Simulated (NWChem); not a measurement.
Molecule: C4H10N, doublet; SMILES [CH](C)NCC

```xyz
15

C     -0.2522     2.3864    -0.1435
C     -0.1552     1.0113     0.4119
N      0.5851     0.0686    -0.2884
C      0.5899    -1.3075     0.1486
C     -0.7167    -2.0610    -0.0726
H      0.7182     2.9274    -0.1493
H     -0.6123     2.3791    -1.1887
H     -0.9601     2.9946     0.4383
H     -0.1497     0.8721     1.4991
H      0.5405     0.1760    -1.2980
H      0.8448    -1.3139     1.2225
H      1.4178    -1.8286    -0.3610
H     -0.6524    -3.0915     0.3109
H     -0.9659    -2.1162    -1.1447
H     -1.5473    -1.5512     0.4388
```
Atoms are numbered in this order, from 1.

Results from NWChem. Pople sets run with spherical d functions. Spin-unrestricted. Geometry: optimised at PBE0/def2-SVP, spin-unrestricted. Not confirmed as a minimum by frequencies. No stability test was run on the SCF state. Level: PBE/6-31G* with SMD (1 M gas to 1 M solution), gas-phase geometry. Reactions with the solvent are ignored.

| solvent | dielectric constant | solvation free energy (kcal/mol) | cavity-dispersion-structure term (kcal/mol) | dipole in solution (D) |
|---|---|---|---|---|
| water | 78.4 | -1.3 | 2.7 | 1.42 |
| N,N-dimethylformamide | 37.2 | -3.9 | 0.0 | 1.41 |
| acetonitrile | 35.7 | -4.5 | -0.6 | 1.41 |
| ethyl acetate | 5.99 | -4.4 | -1.1 | 1.33 |
| cyclohexanone | 15.6 | -4.0 | -0.2 | 1.39 |
